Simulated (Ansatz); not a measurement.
```yaml
crystal:
  periodic: [false, false, false]
  atoms:
    - {symbol: Si, position_ang: [-0.254875, -0.035872, 0.340912]}
    - {symbol: N, position_ang: [-1.345003, -0.758150, -0.670317]}
    - {symbol: C, position_ang: [-1.666682, -2.204809, -0.745884]}
    - {symbol: C, position_ang: [-1.963725, -0.039031, -1.790440]}
    - {symbol: N, position_ang: [-0.751388, 1.539828, 0.844806]}
    - {symbol: C, position_ang: [-1.737900, 1.818913, 1.808806]}
    - {symbol: C, position_ang: [-0.243410, 2.762141, 0.172697]}
    - {symbol: N, position_ang: [1.326592, 0.107606, -0.387481]}
    - {symbol: C, position_ang: [2.420304, 0.817963, 0.240337]}
    - {symbol: C, position_ang: [1.661805, -0.549125, -1.590457]}
    - {symbol: S, position_ang: [-0.106153, -1.223394, 2.218336]}
    - {symbol: Si, position_ang: [1.515752, -2.427736, 1.657150]}
    - {symbol: H, position_ang: [-1.231324, -2.749249, -1.603923]}
    - {symbol: H, position_ang: [-1.312291, -2.669039, 0.275853]}
    - {symbol: H, position_ang: [-2.725031, -2.451952, -0.809488]}
    - {symbol: H, position_ang: [-1.750756, 1.009134, -1.635385]}
    - {symbol: H, position_ang: [-1.559941, -0.315625, -2.753871]}
    - {symbol: H, position_ang: [-3.058277, -0.169175, -1.806115]}
    - {symbol: H, position_ang: [-2.605966, 2.293336, 1.357538]}
    - {symbol: H, position_ang: [-1.473774, 2.503091, 2.573616]}
    - {symbol: H, position_ang: [-2.115457, 0.848111, 2.283654]}
    - {symbol: H, position_ang: [0.229831, 3.460080, 0.857743]}
    - {symbol: H, position_ang: [0.503670, 2.550424, -0.659185]}
    - {symbol: H, position_ang: [-1.093009, 3.315520, -0.264672]}
    - {symbol: H, position_ang: [2.171511, 1.255909, 1.188448]}
    - {symbol: H, position_ang: [2.673268, 1.757924, -0.313260]}
    - {symbol: H, position_ang: [3.366881, 0.164817, 0.389574]}
    - {symbol: H, position_ang: [2.569390, -1.182694, -1.537637]}
    - {symbol: H, position_ang: [1.890453, 0.287043, -2.395526]}
    - {symbol: H, position_ang: [0.800696, -1.130364, -2.040002]}
    - {symbol: H, position_ang: [2.847418, -1.672408, 1.682249]}
    - {symbol: H, position_ang: [1.292912, -3.085532, 0.289286]}
    - {symbol: H, position_ang: [1.572529, -3.516708, 2.662124]}
basis:
  gaussian: {orbitals: def2-mTZVP, point_charges: [{charge: 1.00, position_ang: [7.485, -0.249, -0.687]}]}
hamiltonian: {xc: {name: revPBE0}}
scf: {lower_state_search: off}
output: {forces: true}
```

```sh
$ ansatz run in.yaml --threads 2 --pin off --events-out ev --progress --plain --max-ram 22528MiB --backend cuda --devices 0, --max-vram 18GiB
```

Output, abridged:

```
Functional definition: revPBE0
2840 factors; integrals over basis functions are off by at most 1.1e-3 eV
mean field evaluation 1: about -37599.9793 eV, gradient 9.6e1 eV
mean field evaluation 2: about -37580.5656 eV, gradient 1.3e2 eV
mean field evaluation 4: about -37620.1740 eV, gradient 7.2e0 eV
mean field evaluation 8: about -37620.7817 eV, gradient 5.4e-1 eV
mean field evaluation 16: about -37620.7825 eV, gradient 1.7e-4 eV
mean field -37620.78245112 eV, -1382.5382547964 hartree, gradient 7.0e-6 eV, S^2 0.000000; 0 other end points of the search recorded, 0 dependent functions left out
reference -37620.78251761 eV, -1382.5382572400 hartree; 61, 61 occupied and 239, 239 virtual orbitals, 2840 factors
Total energy: -37620.78251761 eV, -1382.5382572400 hartree
Atom 0 at    -0.254875    -0.035872     0.340912 Å, force     1.105738     0.996557     1.951281 eV/Å
Atom 1 at    -1.345003    -0.758150    -0.670317 Å, force    -2.216127    -2.437057    -2.198665 eV/Å
Atom 2 at    -1.666682    -2.204809    -0.745884 Å, force     1.209703    -0.676512     2.426691 eV/Å
Atom 3 at    -1.963725    -0.039031    -1.790440 Å, force    -0.042968     0.392083     0.977314 eV/Å
Atom 4 at    -0.751388     1.539828     0.844806 Å, force     2.140003     0.694572    -1.486802 eV/Å
Atom 5 at    -1.737900     1.818913     1.808806 Å, force    -2.124692    -1.969955     0.413548 eV/Å
Atom 6 at    -0.243410     2.762141     0.172697 Å, force    -0.048267    -0.602425    -0.900624 eV/Å
Atom 7 at     1.326592     0.107606    -0.387481 Å, force    -0.112994    -0.127135     1.504426 eV/Å
Atom 8 at     2.420304     0.817963     0.240337 Å, force     1.120329     0.231621    -0.635752 eV/Å
Atom 9 at     1.661805    -0.549125    -1.590457 Å, force    -0.059144     1.163341    -3.143524 eV/Å
Atom 10 at    -0.106153    -1.223394     2.218336 Å, force    -0.447069     0.546010    -0.283511 eV/Å
Atom 11 at     1.515752    -2.427736     1.657150 Å, force     0.545672    -0.418406    -0.560085 eV/Å
Atom 12 at    -1.231324    -2.749249    -1.603923 Å, force     0.382748     0.361935     0.284233 eV/Å
Atom 13 at    -1.312291    -2.669039     0.275853 Å, force    -0.590335     0.542331    -2.210833 eV/Å
Atom 14 at    -2.725031    -2.451952    -0.809488 Å, force    -0.401020     0.644095     0.113661 eV/Å
Atom 15 at    -1.750756     1.009134    -1.635385 Å, force    -0.178506     0.510613    -0.222780 eV/Å
Atom 16 at    -1.559941    -0.315625    -2.753871 Å, force     0.188817    -0.310216    -0.439479 eV/Å
Atom 17 at    -3.058277    -0.169175    -1.806115 Å, force     0.289207    -0.054232     0.053256 eV/Å
Atom 18 at    -2.605966     2.293336     1.357538 Å, force    -0.532780     0.000660    -0.337941 eV/Å
Atom 19 at    -1.473774     2.503091     2.573616 Å, force     0.921450     0.587357     1.095468 eV/Å
Atom 20 at    -2.115457     0.848111     2.283654 Å, force     0.492292     1.366218    -0.440144 eV/Å
Atom 21 at     0.229831     3.460080     0.857743 Å, force     0.220509     0.037288     0.424559 eV/Å
Atom 22 at     0.503670     2.550424    -0.659185 Å, force    -1.053783     0.055411     1.043740 eV/Å
Atom 23 at    -1.093009     3.315520    -0.264672 Å, force     0.179756    -0.121994    -0.093812 eV/Å
Atom 24 at     2.171511     1.255909     1.188448 Å, force    -0.458074    -0.398195     0.833902 eV/Å
Atom 25 at     2.673268     1.757924    -0.313260 Å, force     0.305433    -0.771744    -0.291562 eV/Å
Atom 26 at     3.366881     0.164817     0.389574 Å, force    -1.315441     0.926813    -0.340558 eV/Å
Atom 27 at     2.569390    -1.182694    -1.537637 Å, force    -0.360859     0.012261     0.137772 eV/Å
Atom 28 at     1.890453     0.287043    -2.395526 Å, force    -0.134876    -1.532629     1.002099 eV/Å
Atom 29 at     0.800696    -1.130364    -2.040002 Å, force     1.047961     0.491453     0.767998 eV/Å
Atom 30 at     2.847418    -1.672408     1.682249 Å, force    -0.479550    -0.445638    -0.109850 eV/Å
Atom 31 at     1.292912    -3.085532     0.289286 Å, force     0.300872     0.354687     0.602579 eV/Å
Atom 32 at     1.572529    -3.516708     2.662124 Å, force     0.150246    -0.045147     0.046842 eV/Å
Dipole moment:    -0.503609     0.274623    -0.453011 e Å
Checks for a lower state left out: stability, starts, cluster_reference, orbital_swaps, neighbouring_geometries, increment
```

Hardware: 2 threads of AMD EPYC 7R13 on a shared host and a share (18 GiB) of an NVIDIA H100 80GB HBM3. Wall time 4.1 s, peak host memory 1 GiB.
